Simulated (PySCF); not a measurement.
C⁺ (carbon, charge +1) across methods

[He] 2s2 2p1, 2P determinant. Computed with PySCF 2.14 in aug-cc-pVDZ (4s3p2d, 23 functions), with the non-relativistic Hamiltonian (point nucleus).

```csv
method,E (hartree),mean ε 2s α (eV),mean ε 2s β (eV),mean ε 2p α (eV),Σ⟨r²⟩ (bohr²),⟨S²⟩
TPSSh,-37.4357,-27.396,-25.506,-19.119,8.098,0.753
PBE0,-37.3768,-28.209,-26.297,-19.806,8.136,0.753
UHF,-37.29025,-33.327,-29.628,-24.838,8.165,0.756
LDA,-37.0305,-26.175,-24.656,-17.818,8.222,0.751
wB97M-V,-37.4253,-30.579,-28.892,-21.853,8.181,0.751
PBE,-37.3661,-26.251,-24.780,-17.982,8.158,0.752
revPBE,-37.4182,-26.248,-24.785,-17.976,8.151,0.752
r2SCAN,-37.3980,-26.716,-24.969,-18.637,8.138,0.754
```

(1) Estimate the same row for wB97X-V.

Answers

(1) E (hartree) = -37.4242; mean ε 2s α (eV) = -30.880; mean ε 2s β (eV) = -29.024; mean ε 2p α (eV) = -22.314; Σ⟨r²⟩ (bohr²) = 8.175; ⟨S²⟩ = 0.752.
